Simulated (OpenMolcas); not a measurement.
## O³⁺: effect of the level shift or regulariser

* Program: OpenMolcas
* Basis: ANO-RCC-VTZP [4s3p2d1f]
* Scalar Hamiltonian: DKH2, point nucleus
* Active space: 3 electrons in 4 orbitals (2s 2p)
* State averaging: 2S+1 = 4 odd, 1 root; 2S+1 = 2 odd, 11 roots; 2S+1 = 4 even, 3 roots; 2S+1 = 2 even, 9 roots
* Spin-orbit coupling: state interaction with AMFI integrals over the reference wave functions, term energies averaged over their components

Methods on the same reference wave functions:
A. CASSCF
B. MS-CASPT2, IPEA 0.25 Eh, imaginary shift 0.1 Eh (closed shells correlated: 1s)
C. MS-CASPT2, IPEA 0.25 Eh, real shift 0.2 Eh (closed shells correlated: 1s)

Energies in cm⁻¹ above 2s² 2p ²P°_1/2, the measured ground level; measured values from Moore, Selected Tables of Atomic Spectra, NSRDS-NBS 3, section 10.

```csv
Level,A,B,C,Measured
2s² 2p ²P°_1/2,0.0,0.0,0.0,0.0
2s² 2p ²P°_3/2,359,360,360,386
2s 2p² ⁴P_1/2,65509,70040,70030,71440
2s 2p² ⁴P_3/2,65640,70180,70170,71570
2s 2p² ⁴P_5/2,65857,70390,70380,71756
2s 2p² ²D_3/2,132699,127660,127690,126950
2s 2p² ²D_5/2,132700,127660,127690,126936
2s 2p² ²S_1/2,169166,165820,165850,164366
2s 2p² ²P_1/2,191593,183070,183080,180481
2s 2p² ²P_3/2,191845,183320,183330,180724
2p³ ⁴S°_3/2,228880,231060,231050,231538
2p³ ²D°_3/2,265357,256890,256930,255185
2p³ ²D°_5/2,265359,256900,256940,255156
2p³ ²P°_1/2,301631,291760,291800,289015
2p³ ²P°_3/2,301649,291780,291810,289024
```

Deviations, from unrounded energies. A percentage is the sum of absolute deviations over the sum of measured energies, with the sign that they share, or ± where signs differ.

| Against measurement | Levels | A | B | C |
| --- | --- | --- | --- | --- |
| mean absolute deviation (cm-1) | 14 | 7500 | 1500 | 1600 |
| fine structure of the ground term (%) | 1 | -6.9 | -6.6 | -6.6 |
| other configurations (%) | 13 | ±4.5 | ±0.9 | ±0.9 |

B, C lie about equally close to measurement and A furthest from it. The largest miss of B in the table is 2p³ ²P°_3/2, by +2800 cm-1. The ranking rests on the paired levels alone, and a cruder setting can come out closer through cancelling errors.

Between B and C the level of the table that moves most is 2p³ ²D°_3/2, by 41 cm-1 (lowest in B, highest in C). Moves below CASPT2's spread within the term are not significant.

The mean deviations of B to C differ by less than CASPT2's widest spread within a term (710 cm-1), so their order carries little weight.

The lowest spin-free term lies below A's lowest term by 0.040 hartree in B, 0.040 hartree in C.

Term energies are means over components that CASPT2 splits; among the terms shown or strongly mixed into the levels shown the widest spread is 710 cm-1 (2p³ ²D°, B). Computed and measured levels are paired by configuration, term and J; levels that our copy of the source lacks, or whose pairing is in doubt (as where it misses far off the trend of its configuration), stay unpaired and out of the deviations. Only configurations of the active space appear.

° marks odd parity.
